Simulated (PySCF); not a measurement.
# Radial density of Cr³⁺ (chromium, charge +3)

PBE0, [Ar] 3d3, high-spin 4F determinant. All numbers are calculated (PySCF 2.14, the spin-free X2C one-electron Hamiltonian (Gaussian nucleus), in jorge-DZP-DKH (8s6p2d1f, 43 functions)).

```csv
r (bohr),4πr²ρ (e/bohr),4πr²(ρα − ρβ)
0.000833,0.1143,0.0000
0.00140,0.3009,0.0000
0.00236,0.7500,-0.0001
0.00397,1.837,-0.0002
0.00667,4.319,-0.0004
0.0112,9.386,-0.0008
0.0189,17.76,-0.0015
0.0317,26.62,-0.0022
0.0534,27.91,-0.0033
0.0898,22.14,-0.0055
0.151,27.59,0.0252
0.254,28.51,0.3221
0.427,11.33,1.2943
0.719,12.83,2.5067
1.21,7.015,1.9720
2.03,0.7531,0.4355
3.42,0.01597,0.0155
5.76,4.207e-05,0.0000
```

Densities and radii are taken from the X2C orbitals without a picture-change correction, which distorts them close to the nucleus.

Task: Where is the radial spin density 4πr²(ρα − ρβ) most negative, and why is it negative at all?

Result: Around r = 0.0898 bohr, down to -0.0055 e/bohr: exchange with the open shell polarises the paired shells in an unrestricted calculation.
